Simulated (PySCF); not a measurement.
Computed shifts of a molecule C₄H₆BrF, PBE/pcSseg-1 run with PySCF, GIAO, gas phase, equivalent atoms averaged, in ppm (number of nuclei): ¹⁹F: -139.8 (1). ¹³C: 157.3 (1), 116.3 (1), 41.7 (1), 37.9 (1). ¹H: 6.60 (1), 5.82 (1), 3.59 (2), 2.78 (2). References: ¹⁹F against CFCl3 (σ = 133.6 ppm); ¹³C against TMS (σ = 182.0 ppm); ¹H against TMS (σ = 31.49 ppm), references at their B3LYP-D3(BJ)/def2-TZVP geometries, non-relativistic (without spin–orbit terms, shifts of atoms bonded to Cl or Br come out too high). Geometry optimised at PBE0-D3(BJ)/def2-SVP. Other conformers were not sampled.

Q: Pick the molecule that these values belong to.
(A) F[C@@H](Br)C1CC1
(B) F[C@H]1C[C@@H](Br)C1
(C) F/C=C/CCBr
(D) FC1(Br)CCC1

A: C, F/C=C/CCBr
